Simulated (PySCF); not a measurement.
A structure optimised at PBE-D3(BJ)/def2-TZVP, used in a PySCF frequency run:

```xyz
8

Si     1.4847    -0.3491     0.5314
O     -0.0044    -0.4093    -0.1935
Si    -1.4073     0.4609    -0.3496
H      2.3219    -1.4301    -0.0871
H      2.1114     0.9999     0.2958
H     -1.0970     1.8982    -0.6246
H     -2.1741    -0.1215    -1.4882
H     -2.2108     0.3622     0.9068
```
Charge 0, spin multiplicity 2.

Problem. Write its SMILES and formula.

Solution. [SiH2]O[SiH3], H5OSi2

Problem. What are its rotational constants (standard atomic weights)?

Solution. 37.841, 3.0942, 2.9947 GHz
